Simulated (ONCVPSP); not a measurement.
## PBE ONCV dataset for C, scalar-relativistic all-electron reference.

The input file (ONCVPSP 4.0.1):

```
# ATOM AND REFERENCE CONFIGURATION
# atsym  z   nc   nv     iexc    psfile
  C 6.00    1    2        4      upf
#
#   n    l    f
    1    0    2.00
    2    0    2.00
    2    1    2.00
#
# PSEUDOPOTENTIAL AND OPTIMIZATION
# lmax
    2
#
#   l,   rc,      ep,       ncon, nbas, qcut
    0    1.05    0.00    5   10    7.00
    1    2.60    0.00    4    8    5.40
    2    2.60    0.12    3    7    3.60
#
# LOCAL POTENTIAL
# lloc, lpopt,  rc(5),   dvloc0
    4    5    0.80    2.00
#
# VANDERBILT-KLEINMAN-BYLANDER PROJECTORs
# l, nproj, debl
    0    3    0.80
    1    2    3.80
    2    2    3.40
#
# MODEL CORE CHARGE
# icmod, fcfact, rcfact
    3    6.00    1.50
#
# LOG DERIVATIVE ANALYSIS
# epsh1, epsh2, depsh
   -2.00    5.00    0.02
#
# OUTPUT GRID
# rlmax, drl
    6.00    0.01
#
# TEST CONFIGURATIONS
# ncnf
    4
# nvcnf
#   n    l    f
    2
    2    0    2.00
    2    1    1.00
#
    2
    2    0    2.00
    2    1    0.00
#
    2
    2    0    1.00
    2    1    0.00
#
    2
    2    0    2.00
    2    1    1.50
#
```

Command:

```bash
oncvpsp.x < C.dat > C.out
```

The program printed (shortened: citation, most of the input echo, consistency checks and plot data are left out):

```
ONCVPSP  (Optimized Norm-Conservinng Vanderbilt PSeudopotential)
scalar-relativistic version 4.0.1

#   n    l    f        energy (Ha)
    1    0    2.00    -1.0046540E+01
    2    0    2.00    -5.0533470E-01
    2    1    2.00    -1.9423794E-01

Reference configufation results
  iterations    25
  all-electron total energy (Ha)   -3.77648101D+01

Begin loop to  construct optimized pseudo wave functions
and semi-local pseudopoentials for all angular momenta

   Wellstate for l =  0  n =  3
     eigenvalue =   0.2947
     asymptotic potential =   0.7947
     half-point radius =  5.0827

   Wellstate for l =  0  n =  4
     eigenvalue =   1.0947
     asymptotic potential =   1.5947
     half-point radius =  4.8847

Calculating optimized projector #   1

 for l=   0

    Fraction of norm inside rc  0.236252
    Optimizing pswf for qcut=   7.01 a_B^-1,  ecut=  24.56 Ha
    Residual kinetic energy error=  1.72D-04 Ha

    Energy error per electron        Cutoff
         Ha          eV             Ha
         0.01000     0.27211       12.87
         0.00100     0.02721       19.88
         0.00010     0.00272       26.79
         0.00001     0.00027       79.87

Calculating optimized projector #   2

 for l=   0

    Fraction of norm inside rc  0.063107
    Optimizing pswf for qcut=   7.01 a_B^-1,  ecut=  24.56 Ha
    Residual kinetic energy error=  1.42D-04 Ha

    Energy error per electron        Cutoff
         Ha          eV             Ha
         0.01000     0.27211        8.99
         0.00100     0.02721       17.06
         0.00010     0.00272       38.37
         0.00001     0.00027      287.36

Calculating optimized projector #   3

 for l=   0

    Fraction of norm inside rc  0.058146
    Optimizing pswf for qcut=   7.01 a_B^-1,  ecut=  24.56 Ha
    Residual kinetic energy error=  2.30D-04 Ha

    Energy error per electron        Cutoff
         Ha          eV             Ha
         0.01000     0.27211       10.28
         0.00100     0.02721       17.97
         0.00010     0.00272       67.53
         0.00001     0.00027      368.49

   Wellstate for l =  1  n =  6
     eigenvalue =   3.6058
     asymptotic potential =   4.1058
     half-point radius =  4.7362

Calculating optimized projector #   1

 for l=   1

    Fraction of norm inside rc  0.821983
    Optimizing pswf for qcut=   5.41 a_B^-1,  ecut=  14.61 Ha
    Residual kinetic energy error=  5.51D-07 Ha

    Energy error per electron        Cutoff
         Ha          eV             Ha
         0.01000     0.27211        7.15
         0.00100     0.02721        9.56
         0.00010     0.00272       11.36
         0.00001     0.00027       13.00

Calculating optimized projector #   2

 for l=   1

    Fraction of norm inside rc  0.169762
    Optimizing pswf for qcut=   5.41 a_B^-1,  ecut=  14.61 Ha
    Residual kinetic energy error=  2.59D-04 Ha

    Energy error per electron        Cutoff
         Ha          eV             Ha
         0.01000     0.27211       11.17
         0.00100     0.02721       13.53
         0.00010     0.00272       19.62
         0.00001     0.00027       39.60

   Wellstate for l =  2  n =  3
     eigenvalue =   0.1200
     asymptotic potential =   0.6200
     half-point radius = 13.7039

   Wellstate for l =  2  n =  6
     eigenvalue =   3.5200
     asymptotic potential =   4.0200
     half-point radius =  4.5747

Calculating optimized projector #   1

 for l=   2

    Fraction of norm inside rc  0.016040
    Optimizing pswf for qcut=   3.59 a_B^-1,  ecut=   6.45 Ha
    Residual kinetic energy error=  1.47D-06 Ha

    Energy error per electron        Cutoff
         Ha          eV             Ha
         0.01000     0.27211        0.40
         0.00100     0.02721        1.36
         0.00010     0.00272        3.27
         0.00001     0.00027        5.03

Calculating optimized projector #   2

 for l=   2

    Fraction of norm inside rc  0.224727
    Optimizing pswf for qcut=   3.59 a_B^-1,  ecut=   6.45 Ha
    Residual kinetic energy error=  4.06D-02 Ha

    Energy error per electron        Cutoff
         Ha          eV             Ha
         0.01000     0.27211        7.75
         0.00100     0.02721       32.84
         0.00010     0.00272       48.84
         0.00001     0.00027       95.92

Construct Vanderbilt / Kleinmman-Bylander projectors

B matrix Hermiticity error, ll=   0
   1   2    2.1222E-05
   1   3   -4.5588E-05
   2   3    1.3091E-05

  Orthonormal projector coefficients -2.6410E+02  1.1280E+01  3.0239E+00

B matrix Hermiticity error, ll=   1
   1   2   -2.4767E-05

  Orthonormal projector coefficients -1.1836E+00 -6.2883E-01

B matrix Hermiticity error, ll=   2
   1   2   -5.3240E-06

  Orthonormal projector coefficients  5.4256E+00 -9.8804E-01

Model core correction analysis
  based on d2Exc/dn_idn_j

d2excae - all-electron derivatives

   -5.038905D-02   -4.242127D-02
   -4.242534D-02   -3.933224D-02

d2excps - pseudofunction derivatives with no core correction

   -5.000444D-02   -4.421387D-02
   -4.421650D-02   -4.072335D-02

rms 2nd derivative error    1.458146E-03

rmatch, rhocmatch    0.5889    2.0417

Teter function model core charge with specified parameters

d2excps - pseudofunction derivatives with core correction

   -4.894945D-02   -4.377827D-02
   -4.378059D-02   -4.062898D-02

rms 2nd derivative error    1.363100E-03

Pseudoatom total energy   -5.316795

Diagnostic tests using Vanderbilt-Kleinman-Bylander pseudopotentials
  1 or more projectors used as specified by nproj input data

   l    rcore       rmatch      e in        delta e   norm test  slope test

   0   1.0519859   1.0839265  -0.5053347  -0.0000040   1.0000239   0.9999996
   0   1.0519859   1.0839265   0.2946653   0.0000091   1.0001149   1.0001149
   0   1.0519859   1.0839265   1.0946653   0.0000144   1.0001436   1.0001436

   1   2.6115779   2.6908711  -0.1942379  -0.0000003   1.0000011   1.0000037
   1   2.6115779   2.6908711   3.6057621   0.0000448   1.0000052   1.0000052

   2   2.6115779   2.6908711   0.1200000  -0.0000290   1.0000059   1.0000059
   2   2.6115779   2.6908711   3.5200000  -0.0003133   0.9999964   0.9999964

 Testing for bound ghosts
   n   l    E NL Schr. Eq   E Basis Diag.   E Cutoff

       0                       -8.257195    502.64  WARNING - GHOST(-)
   1   0       -0.505339       -0.445953    502.64

   2   1       -0.194238       -0.193955     44.37

 Testing for highly-localized positive-energy ghosts
       l    <radius>/rc     E Basis Diag.   E Cutoff

       0        0.299623       43.554017    502.64  WARNING - GHOST(+)

       0        0.588874       90.178852    502.64  WARNING - GHOST(+)

       0        0.959616      149.620792    502.64  WARNING - GHOST(+)

Test configuration 0

   n   l     f        eae           eps        diff
   1   0  2.0000  -10.04653975
   2   0  2.0000   -0.50533470   -0.50533869   -3.99D-06
   2   1  2.0000   -0.19423794   -0.19423825   -3.16D-07

    Total energies and differences
      AE_ref= -3.77648101D+01  AE_tst= -3.77648101D+01  dif=  0.00D+00
      PS_ref= -5.31679497D+00  PS_tst= -5.31679497D+00  dif= -7.99D-15
      PSP excitation error=  7.99D-15

Test configuration 1

   n   l     f        eae           eps        diff
   1   0  2.0000  -10.59828850
   2   0  2.0000   -0.94660504   -0.94305151    3.55D-03
   2   1  1.0000   -0.62491307   -0.61541414    9.50D-03

    Total energies and differences
      AE_ref= -3.77648101D+01  AE_tst= -3.73656641D+01  dif=  3.99D-01
      PS_ref= -5.31679497D+00  PS_tst= -4.92088630D+00  dif=  3.96D-01
      PSP excitation error=  3.24D-03

Test configuration 2

   n   l     f        eae           eps        diff
   1   0  2.0000  -11.33875003
   2   0  2.0000   -1.48389780   -1.46102992    2.29D-02

    Total energies and differences
      AE_ref= -3.77648101D+01  AE_tst= -3.64779494D+01  dif=  1.29D+00
      PS_ref= -5.31679497D+00  PS_tst= -4.05763541D+00  dif=  1.26D+00
      PSP excitation error=  2.77D-02

Test configuration 3

   n   l     f        eae           eps        diff
   1   0  2.0000  -12.19649715
   2   0  1.0000   -2.06185373   -2.02916703    3.27D-02

    Total energies and differences
      AE_ref= -3.77648101D+01  AE_tst= -3.47068548D+01  dif=  3.06D+00
      PS_ref= -5.31679497D+00  PS_tst= -2.31410087D+00  dif=  3.00D+00
      PSP excitation error=  5.53D-02

Test configuration 4

   n   l     f        eae           eps        diff
   1   0  2.0000  -10.29720877
   2   0  2.0000   -0.71206079   -0.71155849    5.02D-04
   2   1  1.5000   -0.39397036   -0.39147524    2.50D-03

    Total energies and differences
      AE_ref= -3.77648101D+01  AE_tst= -3.76191655D+01  dif=  1.46D-01
      PS_ref= -5.31679497D+00  PS_tst= -5.17162606D+00  dif=  1.45D-01
      PSP excitation error=  4.76D-04
```

Note: ghosts flagged at negative energy: s at -224.7 eV; GHOST(+) flags only above 600 eV. A true bound ghost makes a file unfit for plane-wave use.

The run took about 4.7 s on one core of a shared server CPU.
